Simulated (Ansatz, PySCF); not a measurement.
Species: SiF3, charge -1, multiplicity 1. 
Geometry from a B3LYP-D3(BJ)/def2-TZVP (Ansatz, a first-principles code) optimisation:
```xyz
4

Si     0.0124    -0.0042     0.5625
F     -1.1596    -0.8767    -0.2728
F     -0.1906     1.4403    -0.2770
F      1.3309    -0.5572    -0.3252
```
Charge -1, spin multiplicity 1.

Total electronic energies in hartree. Cores are frozen in the correlated levels unless marked. Spin-orbit coupling is left out. No relativistic terms. CBS(X,Y): correlation extrapolated as X^-3; Hartree-Fock from the larger set. The bracket is a focal-point correction in the basis named.

```tsv
level	program	energy (Eh)
BP86-D4/def2-TZVPD	PySCF + dftd4	-589.42742
M06-L-D4/def2-TZVPD	PySCF + dftd4	-589.33030
PBE0-D3(BJ)/def2-TZVPD	Ansatz + dftd3	___
TPSSh/def2-TZVPD	PySCF	-589.39630
PW6B95-D4/def2-TZVPD	PySCF + dftd4	___
CAM-B3LYP-D3(BJ)/def2-TZVPD	Ansatz + dftd3	-589.35432
CAM-B3LYP-D4/def2-TZVPD	Ansatz + dftd4	-589.35510
B2PLYP-D4/def2-TZVPD	Ansatz + dftd4	-589.13590
RPA@PBE/cc-pV(T+d)Z	Ansatz	-588.83986
MP2/STO-3G	Ansatz	-579.66098
RI-MP2/cc-pV(Q+d)Z	Ansatz	-588.57868
CCSD/6-31G*	Ansatz	-588.02888
CCSD/aug-cc-pV(D+d)Z	Ansatz	-588.23239
CCSD(T) with core electrons (1s frozen past Ne)/cc-pwCVTZ	Ansatz	-588.93683
RI-MP2/CBS(aug-cc-pV(T+d)Z,aug-cc-pV(Q+d)Z)+[CCSD(T)-MP2]/aug-cc-pV(T+d)Z	Ansatz	-588.6800
```

### Question
Fill in the missing entries.

### Answer

- PBE0-D3(BJ)/def2-TZVPD, energy (Eh): -588.99274
- PW6B95-D4/def2-TZVPD, energy (Eh): -589.97360
